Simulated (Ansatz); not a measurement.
```yaml
crystal:
  periodic: [false, false, false]
  atoms:
    - {symbol: Pd, position_ang: [0.290358, -0.004287, -0.241854]}
    - {symbol: Pd, position_ang: [-1.014686, -1.039681, 1.797629]}
    - {symbol: H, position_ang: [0.277079, 1.458457, -1.098988]}
    - {symbol: H, position_ang: [0.514615, -1.264540, 0.964599]}
    - {symbol: H, position_ang: [-0.041606, 0.928738, -1.586461]}
basis:
  gaussian: {orbitals: def2-TZVPD}
magnetization: {spin_polarized: true, initial_magnetization: 1}
hamiltonian: {xc: {name: PBE0}}
correlation: {method: rpa}
scf: {omitted_lower_state_checks: [starts]}
```

```sh
$ ansatz run in.yaml --threads 4 --pin off --events-out ev --progress --plain --max-ram 3916MiB
```

It prints (some lines left out):

```
Functional definition: PBE0
1009 factors; integrals over basis functions are off by at most 1.0e-3 eV
mean field evaluation 1: about -7000.7057 eV, gradient 4.7e1 eV
mean field evaluation 2: about -7000.7531 eV, gradient 4.7e1 eV
mean field evaluation 4: about -6995.1404 eV, gradient 6.0e1 eV
mean field evaluation 8: about -7008.3979 eV, gradient 1.2e0 eV
mean field evaluation 16: about -7008.4615 eV, gradient 1.1e-1 eV
mean field evaluation 32: about -7008.4668 eV, gradient 2.0e-2 eV
mean field evaluation 64: about -7008.4669 eV, gradient 1.3e-5 eV
mean field -7008.46687019 eV, -257.5564069702 hartree, gradient 6.0e-6 eV, S^2 0.754389; 0 other end points of the search recorded, 0 dependent functions left out
reference -6959.13773978 eV, -255.7435948641 hartree; 20, 19 occupied and 87, 88 virtual orbitals, 1009 factors
Total energy: -6993.72730683 eV, -257.0147380075 hartree
Checks for a lower state left out: starts
```

It took 3.7 s on 4 threads of Intel Xeon 6975P-C on a shared host.

In the def2 sets Pd takes a core potential; there is no spin–orbit coupling. Correlated methods freeze no core orbitals; core or outer-core shells of Pd are correlated, in sets that lack core-valence functions.
